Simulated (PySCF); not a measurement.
C5H4F2O, SMILES C=C=C1CC(F)(F)O1.

The structure is a stationary point at B3LYP-D3(BJ)/def2-SVP. This is a generated structure with no PubChem entry under its InChIKey; it may be hypothetical.

The numbers are results of B3LYP-D3(BJ)/def2-SVP in PySCF, not measurements.

Frequencies are harmonic and unscaled.

### Question
Give all harmonic wavenumbers and intensities. (Estimate from the structure and the level; the computed values follow.)

### Answer

| mode | ν (cm⁻¹) | IR (km/mol) | moving atoms (share of kinetic energy) |
|---|---|---|---|
| 1 | 64 | 0.0 | F 41 %, C 29 %, O 20 %, H 9 % |
| 2 | 154 | 0.4 | C 63 %, H 16 %, O 11 %, F 10 % |
| 3 | 235 | 6.2 | C 64 %, H 26 % |
| 4 | 327 | 1.3 | F 46 %, H 23 %, C 21 %, O 11 % |
| 5 | 421 | 10.2 | F 62 %, C 33 % |
| 6 | 427 | 0.0 | C 69 %, H 25 % |
| 7 | 477 | 8.9 | C 56 %, O 20 %, F 18 % |
| 8 | 512 | 0.3 | F 41 %, H 27 %, O 25 % |
| 9 | 605 | 0.4 | C 67 %, H 18 %, F 14 % |
| 10 | 629 | 0.7 | H 82 %, O 9 %, C 8 % |
| 11 | 646 | 4.2 | F 42 %, C 35 %, O 20 % |
| 12 | 807 | 2.3 | F 40 %, O 30 %, C 24 % |
| 13 | 906 | 22.0 | H 46 %, C 35 %, F 18 % |
| 14 | 925 | 33.9 | H 73 %, C 27 % |
| 15 | 974 | 39.0 | C 49 %, O 40 %, H 9 % |
| 16 | 1011 | 0.5 | H 67 %, C 33 % |
| 17 | 1032 | 323.3 | C 73 %, O 24 % |
| 18 | 1061 | 20.0 | H 77 %, C 19 % |
| 19 | 1159 | 167.1 | H 52 %, C 39 % |
| 20 | 1217 | 116.3 | C 74 %, O 18 % |
| 21 | 1284 | 207.7 | C 70 %, H 16 %, F 13 % |
| 22 | 1309 | 255.5 | C 64 %, H 31 % |
| 23 | 1353 | 85.6 | C 48 %, H 47 % |
| 24 | 1436 | 59.0 | H 82 %, C 17 % |
| 25 | 1508 | 4.3 | C 63 %, H 36 % |
| 26 | 2114 | 25.3 | C 99 % |
| 27 | 3094 | 2.6 | H 95 % |
| 28 | 3100 | 11.2 | H 95 % |
| 29 | 3165 | 0.3 | H 90 %, C 10 % |
| 30 | 3181 | 1.5 | H 89 %, C 11 % |
